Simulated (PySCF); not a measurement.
# Static response to an electric field

C6H9NO.
Cartesian coordinates in Å at the PBE0-D3(BJ)/def2-SVP level; atoms count from 1:
```
atom  x, y, z in Å
C1     2.2323    0.5582   -0.1292
O2     1.5633   -0.6572   -0.2823
C3     0.2194   -0.6031   -0.1956
C4    -0.6147   -1.7449   -0.3259
C5    -1.9123   -1.2965   -0.1908
N6    -1.8977    0.0514    0.0096
C7    -3.0453    0.8757    0.2682
C8    -0.5951    0.4983    0.0158
H9     1.9349    1.2885   -0.9053
H10    3.3074    0.3565   -0.2239
H11    2.0383    1.0085    0.8628
H12   -0.2846   -2.7646   -0.5072
H13   -2.8520   -1.8447   -0.2229
H14   -3.1165    1.1597    1.3316
H15   -3.0058    1.7947   -0.3361
H16   -3.9558    0.3270   -0.0062
H17   -0.3627    1.5500    0.1576
```

Level: PBE0/def2-SVPD (PySCF), static field, nuclei fixed, core orbitals frozen in the response. The polarisability tensor in these axes (au):

```
x   104.05   0.16  -3.07
y     0.16  87.40   4.93
z    -3.07   4.93  59.15
```

Question: Give the principal values, the mean and the anisotropy Δα = √{½[(α1 − α2)² + (α2 − α3)² + (α1 − α3)²]}.

Answer: Principal values 58.11, 88.23 and 104.26 au; mean 83.53 au = 12.38 Å³ = 13.77 × 10⁻⁴⁰ C²·m²/J; Δα = 40.58 au (49 % of the mean).

Question: What is the dipole moment, and where does it point?

Answer: (-1.61, 2.11, 0.44) D, 2.69 D in size, pointing from the negative to the positive side. Measured along this direction, the outermost atoms are H12 at the negative end and H15 at the positive end.

Question: Find the Langevin capture rate constant for NH4+ (18.034 u) meeting this molecule (111.068 u), k = 2.342 × 10⁻⁹ cm³/s × √(α in Å³ / reduced mass in u).

Answer: The reduced mass is 15.52 u, so k = 2.09 × 10⁻⁹ cm³/s. The formula leaves out the permanent dipole, which adds to the capture rate.

Question: Orientational against electronic polarisability at 273 K (dilute gas, rigid molecules)?

Answer: In Gaussian units μ²/3kT = 63.99 Å³ against 12.38 Å³, a ratio of 5.17; the Debye molar polarisation (4π/3)N_A(α + μ²/3kT) is 192.6 cm³/mol, leaving out the vibrational part.

Question: Give the principal axes and the span of the nuclei along them.

Answer: Largest value along (1.00, -0.01, -0.07), where the nuclei span 7.26 Å; middle along (0.02, 0.99, 0.16), 4.46 Å; least along (0.07, -0.17, 0.98), 1.89 Å. The response follows the extents in order.

Question: In TDDFT the mean static polarisability is Σ f/ω² over all singlet excitations (ω in hartree). How much of it do the 6 lowest give? Their energies (eV) and oscillator strengths: 5.32, 0.0109; 5.77, 0.0936; 5.84, 0.0113; 5.97, 0.0085; 6.17, 0.0010; 6.35, 0.0779.

Answer: They add up to 4.24 au, 5.1 % of the 83.53 au; the largest single term is 2.08 au, from the state at 5.77 eV. Terms in order: 0.28, 2.08, 0.25, 0.18, 0.02, 1.43 au. Higher excitations give the rest. The strengths listed sum to 0.203.

Question: What are the principal values of the traceless quadrupole moment, Θ = ½Σq(3rr − r²1), about the centre of nuclear charge?

Answer: -8.54, -0.39, 8.93 D·Å. The values depend on the origin, since the dipole doesn't vanish. The electronic extent ⟨r²⟩ about the same centre is 1067 bohr², a root-mean-square distance of 2.23 Å for the 60 electrons.

Geometry: PBE0-D3(BJ)/def2-SVP, one conformer, isolated molecule.
